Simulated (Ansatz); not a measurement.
C₃H₁₁FSi₂ (SMILES C[SiH2]CC[SiH2]F), singlet, geometry from GFN2-xTB; Ansatz (an electronic-structure program) with MP2/def2-TZVP.

Ansatz was given this input:
Ansatz 0.2 input:
```yaml
crystal:
  periodic: [false, false, false]
  atoms:
    - {symbol: Si, position_ang: [1.86851991, -0.31093416, 0.42897106]}
    - {symbol: F, position_ang: [1.34367861, 0.99366512, 1.22241472]}
    - {symbol: C, position_ang: [0.39028182, -1.45040941, 0.09290191]}
    - {symbol: C, position_ang: [-0.48234561, -1.06585567, -1.10724568]}
    - {symbol: Si, position_ang: [-1.37042621, 0.61871451, -0.96725468]}
    - {symbol: C, position_ang: [-2.21417343, 0.77055563, 0.72499127]}
    - {symbol: H, position_ang: [2.81699910, -0.92020865, 1.35364550]}
    - {symbol: H, position_ang: [2.48298636, 0.21627420, -0.78078375]}
    - {symbol: H, position_ang: [0.76291832, -2.46773318, -0.05873744]}
    - {symbol: H, position_ang: [-0.23718355, -1.49140314, 0.98684906]}
    - {symbol: H, position_ang: [-1.23375073, -1.84744800, -1.25158337]}
    - {symbol: H, position_ang: [0.13165459, -1.07152639, -2.01008345]}
    - {symbol: H, position_ang: [-2.37823216, 0.66951080, -2.03894318]}
    - {symbol: H, position_ang: [-0.41109212, 1.71276116, -1.15953390]}
    - {symbol: H, position_ang: [-2.84424297, 1.65382230, 0.76679202]}
    - {symbol: H, position_ang: [-2.84111240, -0.09008304, 0.94411613]}
    - {symbol: H, position_ang: [-1.47794057, 0.85837975, 1.51861575]}
basis:
  gaussian:
    orbitals: def2-TZVP
magnetization: {spin_polarized: false}
correlation: {method: mp2}
```

Problem. Write the output that Ansatz gives for this input, abridged.

Solution. 
```
Functional definition: HF
1778 factors; integrals over basis functions are off by at most 1.4e-3 eV
mean field evaluation 1: about -21695.6551 eV, gradient 4.5e1 eV
mean field evaluation 2: about -21695.8771 eV, gradient 4.5e1 eV
mean field evaluation 4: about -21701.0239 eV, gradient 4.7e0 eV
mean field evaluation 8: about -21701.1051 eV, gradient 2.8e-1 eV
mean field -21701.10539847 eV, -797.5009138563 hartree, gradient 6.4e-6 eV, S^2 0.000000; 0 other end points of the search recorded, 0 dependent functions left out
14 core orbitals not correlated
reference -21701.10539847 eV, -797.5009138563 hartree; 19, 19 occupied and 231, 231 virtual orbitals, 1778 factors
second order -27.16351424 eV of doubles, -0.00000000 eV of singles
Total energy: -21728.26891271 eV, -798.4991545924 hartree
```
